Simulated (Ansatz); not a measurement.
One change: `[CH3][In]([NH2])[SiH2][TeH]` becomes `[CH3][In]([NH2])[O][SiH3]`.

Ansatz, PBE0-D4/def2-TZVP geometries, multiplicity 1. Each molecule was computed in one conformer, which needn't be the lowest.

Elements past krypton have def2 core potentials.

```
                                        property  `[CH3][In]([NH2])[SiH2][TeH]`
               LUMO energy (PBE/def2-TZVPP) / eV                          -1.97
size of the dipole moment (B3LYP/def2-TZVPP) / D                           1.76
              LUMO energy (PBE0/def2-TZVPP) / eV                          -1.29
           HOMO–LUMO gap (B3LYP/def2-TZVPP) / eV                           4.54
           LUMO energy (ωB97M-V/def2-TZVPP) / eV                           0.23
              HOMO energy (PBE0/def2-TZVPP) / eV                          -6.26
```

Task: What does the change do to each property? (An estimate is asked.)

Result: Computed: 
```
                                        property  `[CH3][In]([NH2])[O][SiH3]`  shift
               LUMO energy (PBE/def2-TZVPP) / eV                        -1.73   0.24
size of the dipole moment (B3LYP/def2-TZVPP) / D                         3.57   1.81
              LUMO energy (PBE0/def2-TZVPP) / eV                        -0.89   0.40
           HOMO–LUMO gap (B3LYP/def2-TZVPP) / eV                         5.82   1.28
           LUMO energy (ωB97M-V/def2-TZVPP) / eV                         0.61   0.38
              HOMO energy (PBE0/def2-TZVPP) / eV                        -7.26  -1.00
```

With PBE0 the HOMO falls by 1.00 eV and the LUMO rises by 0.40 eV, so the gap widens by about 1.40 eV. PBE moves the HOMO by -0.64 eV and ωB97M-V by -1.33 eV. Dipoles are sizes alone; their direction can turn.

B3LYP here is the variant with VWN-RPA as its local correlation; programs differ in this.

Spin–orbit coupling is left out; it splits and shifts lone-pair levels of the heavy atoms by tenths of an eV.
